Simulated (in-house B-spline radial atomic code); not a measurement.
A fraction x of an electron is removed from 5p in Gd⁵⁺, starting from [Kr] 4d10 4f6 5s2 5p5 and keeping the highest spin. Level of theory: scalar-relativistic (X2C) PBE0, spin-polarised, spherical fractional occupations, Fermi nucleus of rms radius 5.1569 fm; calculated with an all-electron radial atomic-structure program (B-spline basis).

Caution: exact exchange at fractional occupations of open shells leaves self-interaction of up to several eV.

```
   x  E(x) - E(0) (eV)  5p down level (eV)
   0            0.0000             -80.603
0.05            4.0460             -81.239
0.15           12.2336             -82.514
0.36           29.8431             -85.197
0.41           34.1189             -85.837
 0.5           41.8962             -86.991
0.68           57.7625             -89.302
0.84           72.2155             -91.361
0.94           81.4160             -92.650
   1           86.9981             -93.423
```

The exact functional would give a straight line between the two integer points. Deviations E(x) - E(0) - x[E(1) - E(0)], in eV: -0.304 at x = 0.05, -0.816 at x = 0.15, -1.476 at x = 0.36, -1.55 at x = 0.41, -1.603 at x = 0.5, -1.396 at x = 0.68, -0.863 at x = 0.84, -0.362 at x = 0.94.

The curve lies below the straight line by up to 1.603 eV (at x = 0.5): convex, the delocalisation error, to which spherically averaged exact exchange adds.

Q: How well does Slater's transition state (minus the level at half occupation) give the ionisation energy?

A: It gives 86.991 eV against 86.998 eV from the two total energies; NIST lists 89.00 eV, ground level to ground level. The end point has an open shell averaged over its orbitals, so its exact exchange keeps a self-interaction and this is no true integer point.
